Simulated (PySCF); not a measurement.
**Low-lying terms of B+ (boron, charge +1)**

Ground state [He] 2s2, ¹S. Computed with PySCF 2.14 in aug-cc-pVTZ with one added diffuse shell each of s, p, d, f type (6s5p4d3f, 62 functions), with no relativity, point nucleus. Vertical excitation energies in eV without spin-orbit coupling; excited terms of each kind are numbered among those the solver found.

```tsv
term	leading excitation	TDA-LC-wPBE	TDA-BHandHLYP	TD-BHandHLYP	measured centre of gravity (NIST)
1 3P°	2s → p	3.930	3.871	3.166	4.631 (2s2p)
1 1P°	2s → p	9.067	8.918	8.423	9.100 (2s2p)
1 3S	2s → s	15.289	15.139	15.129	16.090 (2s3s)
1 1S	2s → s	16.048	15.854	15.833	n/a
2 3P°	2s → p	16.769	16.613	16.603	n/a
2 1P°	2s → p	17.086	16.829	16.811	n/a
1 3D	2s → d	17.613	17.465	17.459	n/a
1 1D	2s → d	17.866	17.607	17.607	n/a
```

Oscillator strength of the first ¹S → ¹P° line: TDA-LC-wPBE 1.46, TDA-BHandHLYP 1.44, TD-BHandHLYP 0.983.

Only the lower part of the computed list is shown. Doubly excited terms such as np² are absent. The solver can miss terms. Rydberg members are limited by the diffuse functions of the basis.
